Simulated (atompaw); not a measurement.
# magnesium PAW (atompaw): all-electron and pseudo phase curves

magnesium (Mg), PAW, made with atompaw 4.2.0.5 (PBE, non-relativistic). Core [He], reference 2s2 2p6 3s1.75 3p0.25. Waves: 2s (bound): rc 0.70 bohr; 3s (bound): rc 1.15 bohr; 2p (bound): rc 0.95 bohr; 3p (bound): rc 1.15 bohr. Local part: troulliermartins scheme with l = 2 at 0.5 Ry, radius 0.95 bohr. Core correction: smooth core density matched at 1.10 bohr. Augmentation charge: besselshape compensation charge, radius 1.10 bohr; PAW radius 1.15 bohr; waves and projectors: custom rrkj gramschmidtortho.

The phase is arctan(r·u′/u) with u = r·R(r), unwrapped; energies in Ry, scanned from -8 to 5 Ry. A pole is an energy at which the radial function vanishes at the test radius. The pseudo phase is shifted by a multiple of π to meet the all-electron one at the reference energy, and phase errors are pseudo minus all-electron; the curves can meet again beyond the range given. Levels narrower than the energy grid can be missing from the lists of poles.

Q: For each channel, where are the poles, and over which energies does the pseudopotential scatter like the atom?

A:

```tsv
channel	radius (bohr)	reference energy (Ry)	poles, all-electron	poles, pseudo	unbroken range about the reference energy with phases within 0.05 rad	phase error 1 Ry above the reference energy (rad)
s	1.16	-0.36	-4.16	-4.16	the whole range	-0.000
p	1.16	-0.11	-1.94	-1.94	the whole range	-0.000
```

Phases in the s channel:

```json
{"E (Ry)": "-8.00", "all-electron": "0.816", "pseudo": "0.817"}
{"E (Ry)": "-7.52", "all-electron": "0.577", "pseudo": "0.578"}
{"E (Ry)": "-7.04", "all-electron": "0.128", "pseudo": "0.129"}
{"E (Ry)": "-6.56", "all-electron": "-0.519", "pseudo": "-0.519"}
{"E (Ry)": "-6.08", "all-electron": "-1.007", "pseudo": "-1.007"}
{"E (Ry)": "-5.60", "all-electron": "-1.269", "pseudo": "-1.269"}
{"E (Ry)": "-5.12", "all-electron": "-1.415", "pseudo": "-1.415"}
{"E (Ry)": "-4.64", "all-electron": "-1.508", "pseudo": "-1.507"}
{"E (Ry)": "-4.16", "all-electron": "-1.571", "pseudo": "-1.571"}
{"E (Ry)": "-3.68", "all-electron": "-1.619", "pseudo": "-1.618"}
{"E (Ry)": "-3.20", "all-electron": "-1.656", "pseudo": "-1.656"}
{"E (Ry)": "-2.72", "all-electron": "-1.687", "pseudo": "-1.687"}
{"E (Ry)": "-2.24", "all-electron": "-1.714", "pseudo": "-1.714"}
{"E (Ry)": "-1.76", "all-electron": "-1.739", "pseudo": "-1.739"}
{"E (Ry)": "-1.28", "all-electron": "-1.762", "pseudo": "-1.762"}
{"E (Ry)": "-0.80", "all-electron": "-1.784", "pseudo": "-1.784"}
{"E (Ry)": "-0.32", "all-electron": "-1.805", "pseudo": "-1.805"}
{"E (Ry)": "0.16", "all-electron": "-1.827", "pseudo": "-1.827"}
{"E (Ry)": "0.64", "all-electron": "-1.849", "pseudo": "-1.849"}
{"E (Ry)": "1.12", "all-electron": "-1.871", "pseudo": "-1.871"}
{"E (Ry)": "1.60", "all-electron": "-1.896", "pseudo": "-1.896"}
{"E (Ry)": "2.08", "all-electron": "-1.923", "pseudo": "-1.922"}
{"E (Ry)": "2.56", "all-electron": "-1.952", "pseudo": "-1.951"}
{"E (Ry)": "3.04", "all-electron": "-1.984", "pseudo": "-1.983"}
{"E (Ry)": "3.52", "all-electron": "-2.021", "pseudo": "-2.019"}
{"E (Ry)": "4.00", "all-electron": "-2.063", "pseudo": "-2.061"}
{"E (Ry)": "4.48", "all-electron": "-2.112", "pseudo": "-2.109"}
{"E (Ry)": "4.96", "all-electron": "-2.170", "pseudo": "-2.166"}
```
